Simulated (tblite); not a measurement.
Species: C2H8NPSi.
Numbering: `[CH3:1]/[N:2]=[CH:3]\[SiH2:4][PH2:5]` (hydrogens: H6, H7, H8 on C1; H9 on C3; H10, H11 on Si4; H12, H13 on P5)

Computed with GFN2-xTB (tblite), gas phase: Langevin dynamics at 300 K from the optimised GFN2-xTB geometry, time step 0.5 fs, friction 0.01 fs⁻¹, 2000 steps.

Start geometry:
```
atom  x, y, z in Å
C1      1.936    0.603    0.197
N2      1.589   -0.253   -0.885
C3      0.485   -0.850   -0.929
Si4    -0.974   -0.841    0.313
P5     -1.850    1.218    0.447
H6      2.803    0.176    0.703
H7      1.123    0.753    0.922
H8      2.238    1.564   -0.220
H9      0.347   -1.467   -1.815
H10    -1.914   -1.850   -0.191
H11    -0.562   -1.209    1.672
H12    -3.147    0.798    0.678
H13    -2.076    1.357   -0.912
```

The statistics below take the 31 frames saved every 25 fs from 250 to 1000 fs; their kinetic temperature (all 3N coordinates) averages 331 K.

Question: Give the mean, spread and extremes of the bond lengths.

Answer: 
| bond | start (Å) | mean (Å) | standard deviation (Å) | shortest (Å) | longest (Å) |
| --- | --- | --- | --- | --- | --- |
| C1–N2 | 1.423 | 1.435 | 0.030 | 1.380 | 1.481 |
| N2=C3 | 1.256 | 1.258 | 0.021 | 1.222 | 1.298 |
| C3–Si4 | 1.916 | 1.933 | 0.048 | 1.838 | 2.031 |
| Si4–P5 | 2.242 | 2.258 | 0.043 | 2.182 | 2.330 |
| C1–H6 | 1.091 | 1.099 | 0.031 | 1.045 | 1.172 |
| C1–H7 | 1.100 | 1.104 | 0.021 | 1.057 | 1.137 |
| C1–H8 | 1.091 | 1.096 | 0.019 | 1.064 | 1.130 |
| C3–H9 | 1.088 | 1.099 | 0.030 | 1.038 | 1.159 |
| Si4–H10 | 1.468 | 1.473 | 0.027 | 1.434 | 1.535 |
| Si4–H11 | 1.467 | 1.477 | 0.048 | 1.389 | 1.556 |
| P5–H12 | 1.382 | 1.393 | 0.039 | 1.323 | 1.456 |
| P5–H13 | 1.385 | 1.393 | 0.044 | 1.324 | 1.500 |

Question: Give the same statistics for bond angles, one of each kind.

Answer: 
```json
{"angle": "N2–C1–H6", "start (°)": "108.1", "mean (°)": "111.6", "standard deviation (°)": "6.6", "smallest (°)": "98.0", "largest (°)": "123.2"}
{"angle": "N2–C1–H7", "start (°)": "113.8", "mean (°)": "112.5", "standard deviation (°)": "5.3", "smallest (°)": "105.2", "largest (°)": "123.9"}
{"angle": "H6–C1–H7", "start (°)": "109.6", "mean (°)": "108.3", "standard deviation (°)": "5.3", "smallest (°)": "96.5", "largest (°)": "116.8"}
{"angle": "H6–C1–H8", "start (°)": "107.6", "mean (°)": "106.9", "standard deviation (°)": "5.5", "smallest (°)": "97.2", "largest (°)": "114.7"}
{"angle": "C1–N2–C3", "start (°)": "121.8", "mean (°)": "122.1", "standard deviation (°)": "3.8", "smallest (°)": "114.8", "largest (°)": "133.9"}
{"angle": "N2–C3–Si4", "start (°)": "130.1", "mean (°)": "131.6", "standard deviation (°)": "5.0", "smallest (°)": "124.9", "largest (°)": "143.6"}
{"angle": "N2–C3–H9", "start (°)": "114.2", "mean (°)": "113.4", "standard deviation (°)": "3.3", "smallest (°)": "106.1", "largest (°)": "119.1"}
{"angle": "Si4–C3–H9", "start (°)": "115.7", "mean (°)": "113.9", "standard deviation (°)": "5.2", "smallest (°)": "104.1", "largest (°)": "127.1"}
{"angle": "C3–Si4–P5", "start (°)": "109.9", "mean (°)": "110.4", "standard deviation (°)": "10.2", "smallest (°)": "93.0", "largest (°)": "127.8"}
{"angle": "C3–Si4–H10", "start (°)": "105.2", "mean (°)": "105.8", "standard deviation (°)": "4.7", "smallest (°)": "95.2", "largest (°)": "115.5"}
{"angle": "C3–Si4–H11", "start (°)": "112.7", "mean (°)": "114.2", "standard deviation (°)": "5.6", "smallest (°)": "100.7", "largest (°)": "126.5"}
{"angle": "P5–Si4–H10", "start (°)": "113.7", "mean (°)": "108.7", "standard deviation (°)": "5.2", "smallest (°)": "99.8", "largest (°)": "121.2"}
{"angle": "P5–Si4–H11", "start (°)": "106.5", "mean (°)": "107.6", "standard deviation (°)": "5.8", "smallest (°)": "96.0", "largest (°)": "119.4"}
{"angle": "H10–Si4–H11", "start (°)": "109.0", "mean (°)": "109.3", "standard deviation (°)": "6.9", "smallest (°)": "98.2", "largest (°)": "123.5"}
```

Question: Follow the torsion N2–C3–Si4–P5 through every second one of these frames.

Answer: 
| t (fs) | N2–C3–Si4–P5 (°) |
| --- | --- |
| 250 | 70 |
| 300 | 60 |
| 350 | 88 |
| 400 | 62 |
| 450 | 72 |
| 500 | 83 |
| 550 | 77 |
| 600 | 92 |
| 650 | 106 |
| 700 | 85 |
| 750 | 85 |
| 800 | 101 |
| 850 | 84 |
| 900 | 93 |
| 950 | 83 |
| 1000 | 70 |

Largest departure from the start value over all these frames: N2–C3–Si4–P5 42° (start 64°).

Question: How widely does the potential energy scatter, against a harmonic estimate?

Answer: Mean 0.49 eV above the start, standard deviation 0.098 eV, range 0.29 to 0.70 eV. For 33 classical harmonic modes at 300 K the canonical values are 33kT/2 = 0.43 eV and kT·√(33/2) = 0.105 eV.

The run is classical and short, so these are rough statistics of one trajectory.

The cost below is that of the whole dynamics run. Cost: about 30 s of CPU time on one thread; the machine was shared, so the figure is rough.
